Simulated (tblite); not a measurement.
Species: C₃H₉F₃OSi₂.
SMILES with atom numbers: `[F:1][C:2]([F:3])([F:4])[SiH2:5][O:6][CH2:7][CH2:8][SiH3:9]` (hydrogens: H10, H11 on Si5; H12, H13 on C7; H14, H15 on C8; H16, H17, H18 on Si9)

The geometry is computed with GFN2-xTB (gas phase).

Entries marked ? are missing. Bonds in one row agree within 0.01 Å.

| coordinate | value |
| --- | --- |
| F1–C2, C2–F3, C2–F4 | 1.351 Å |
| C2–Si5 | ? |
| Si5–O6 | 1.597 Å |
| O6–C7 | ? |
| C7–C8 | 1.514 Å |
| C8–Si9 | ? |
| Si5–H10 | 1.449 Å |
| Si5–H11 | 1.460 Å |
| C7–H12, C7–H13 | 1.094 Å |
| C8–H14, C8–H15 | 1.091 Å |
| Si9–H16, Si9–H17, Si9–H18 | 1.463 Å |
| F1–C2–F3 | 105.9° |
| F1–C2–Si5 | 112.6° |
| F3–C2–Si5 | 114.6° |
| F4–C2–Si5 | 112.0° |
| C2–Si5–O6 | ? |
| Si5–O6–C7 | ? |
| O6–C7–C8 | 109.4° |
| C7–C8–Si9 | ? |

Problem. Fill in the missing values.

Solution. 
- C2–Si5 = 1.957 Å, drawn single (CF3 carbon to oxygen-bound silicon); 0.09 Å above the sum of covalent radii, 1.87 Å.
- O6–C7 = 1.418 Å, drawn single (silyl ether oxygen to sp3 carbon bound to oxygen); equal to the sum of covalent radii, 1.42 Å.
- C8–Si9 = 1.903 Å, drawn single (sp3 carbon bound to silicon to SiH3 silicon); 0.03 Å above the sum of covalent radii, 1.87 Å.
- C2–Si5–O6 = 108.4°, at the oxygen-bound silicon; the outer atoms are 2.891 Å apart.
- Si5–O6–C7 = 136.2°, at the silyl ether oxygen; the outer atoms are 2.797 Å apart.
- C7–C8–Si9 = 112.5°, at the sp3 carbon bound to silicon; the outer atoms are 2.850 Å apart.

Radii are Cordero's, carbon taken as 0.76, 0.73 or 0.69 Å for four, three, and two or fewer neighbours.

Its lowest GFN2-xTB frequency is 16i cm⁻¹, too small to tell a flat minimum from a shallow saddle. The numbers are those of one conformer (C2–Si5–O6–C7 45°, Si5–O6–C7–C8 -151°, O6–C7–C8–Si9 -179°).
